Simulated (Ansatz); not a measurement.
`N[CH]([SiH3])[SnH3]` → `N[CH2][SnH3]` + `[SiH2]` at 500 K and 1 bar (silylene formation by 1,1-elimination).

Calculated with Ansatz (gas phase, PBE0-D4/def2-TZVP geometries, no zero-point term in ΔE). CCSD(T)/CBS is the MP2 limit (def2-TZVPP, def2-QZVPP) plus CCSD(T) − MP2 in def2-TZVPP, frozen cores. This one scheme is used for every species. Elements past krypton have def2 core potentials. For Sn outer-core shells are correlated without core-valence functions, which leaves a few kJ/mol of doubt a bond. Each species was taken in one conformer, which may not be the lowest.

| species | CCSD(T)/CBS energy (Eh) | H − E (kJ/mol) | S (J/(mol·K)) |
| --- | --- | --- | --- |
| `N[CH]([SiH3])[SnH3]` | -601.23040 | 289.5 | 457.8 |
| `N[CH2][SnH3]` | -310.95215 | 235.6 | 380.3 |
| `[SiH2]` | -290.19011 | 48.0 | 226.5 |

H − E and S are ideal-gas, rigid-rotor, harmonic terms from PBE0-D4/def2-TZVP, for one conformer and one mirror image of each species. 1 Eh = 2625.50 kJ/mol, R = 8.31446 J/(mol·K).

Problem. By hand: ΔE, ΔH, ΔS and ΔG.

Solution. ΔE = (-310.95215) + (-290.19011) − (-601.23040) = 0.08814 Eh = 231.4 kJ/mol. Δ(H − E) = 235.6 + 48.0 − 289.5 = -5.9, so ΔH = 225.5 kJ/mol. ΔS = 380.3 + 226.5 − 457.8 = 149.0 J/(mol·K). ΔG = 225.5 − 500 × (149.0)/1000 = 151.0 kJ/mol.

Problem. By hand: the equilibrium constant, and the temperature at which ΔG would vanish if ΔH and ΔS stayed fixed.

Solution. log₁₀ K = −ΔG/(RT ln 10) = -15.8. ΔG = 0 at ΔH/ΔS = 1513 K.

The number of gas molecules changes by +1, which sets the sign of ΔS. A doubt of 5 kJ/mol in ΔE shifts log₁₀ K by 0.5 here. Other conformers and mirror images would add mixing entropy, several J/(mol·K) or more a flexible species. These are equilibria of isolated gas molecules and say nothing of rates. Largest T1 diagnostic: 0.014 (customary marks: 0.02 for closed shells, 0.045 for open ones).
